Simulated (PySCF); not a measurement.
Saddle point of SiH2Cl2O, closed shell (SiCl₂ + H₂O → SiH₂Cl₂O ([OH][SiH]([Cl])[Cl]); bonds formed: Si1–H4; dative contacts that become bonds: Si1–O5; bonds broken: H4–O5), PBE0-D4/def2-TZVP structure:

Si1  (0.099, -0.777, 0.050)
Cl2  (1.764, -1.088, -1.115)
Cl3  (-1.499, -0.722, -1.268)
H4  (-0.048, 0.071, 1.437)
O5  (0.217, 0.975, 0.569)
H6  (-0.533, 1.541, 0.328)
(Å)

Energies are electronic, without zero-point energy. Barriers and step energies count from the start structure reached by relaxing down the imaginary mode; all methods use the PBE0-D4 structures, on which another method's saddle can fall below an end. Program: PySCF 2.14 with density fitting (its default auxiliary sets; JK sets also for MP2 and CCSD(T)). Basis: def2-TZVPP, with def2-QZVPP for the basis limit. Cores are frozen in the correlated methods. B3LYP uses VWN-RPA correlation. Extrapolation: Hartree–Fock as exp(−7.88 √X), correlation as X^−2.97.

```json
{"method": "SPW92", "barrier (kJ/mol)": "99.0", "step energy (kJ/mol)": "-174.5"}
{"method": "PBE-D4", "barrier (kJ/mol)": "111.2", "step energy (kJ/mol)": "-173.4"}
{"method": "r2SCAN-D4", "barrier (kJ/mol)": "109.4", "step energy (kJ/mol)": "-208.0"}
{"method": "PBE0-D4", "barrier (kJ/mol)": "?", "step energy (kJ/mol)": "-193.9"}
{"method": "B3LYP-D4", "barrier (kJ/mol)": "133.2", "step energy (kJ/mol)": "-190.5"}
{"method": "BHLYP-D4", "barrier (kJ/mol)": "?", "step energy (kJ/mol)": "-212.4"}
{"method": "wB97M-V", "barrier (kJ/mol)": "?", "step energy (kJ/mol)": "-188.4"}
{"method": "HF", "barrier (kJ/mol)": "185.2", "step energy (kJ/mol)": "-238.7"}
{"method": "MP2", "barrier (kJ/mol)": "127.7", "step energy (kJ/mol)": "-215.6"}
{"method": "CCSD", "barrier (kJ/mol)": "146.0", "step energy (kJ/mol)": "-210.9"}
{"method": "CCSD(T)", "barrier (kJ/mol)": "135.6", "step energy (kJ/mol)": "-205.5"}
```

Fill in the withheld barriers. (To be estimated.)

The calculation gives: wB97M-V 143.0; PBE0-D4 126.7; BHLYP-D4 152.1 kJ/mol. Each is the energy of the saddle less that of the start structure, by the same method.

For comparison, the barrier by CCSD(T) at an estimated basis limit (MP2 extrapolated from triple and quadruple zeta, plus CCSD(T) − MP2 in triple zeta) is 134.1 kJ/mol.

The T1 diagnostic stays at or below 0.014. The restricted Hartree–Fock reference is unstable towards an unrestricted one at one or more of these structures.

Losses and insertions of silylenes and their heavier kin drive the gas-phase chemistry of silicon and germanium vapour deposition.

Labels in which every atom is bracketed show which atoms are joined, not bond orders.

For scale, one of the runs: CCSD(T)/def2-TZVPP, 185 basis functions, launched by `OMP_NUM_THREADS=4 python run.py`. Time: 12 min of wall clock on 4 CPU threads of an AMD EPYC; the host was shared. Peak host memory: 2.1 GiB.
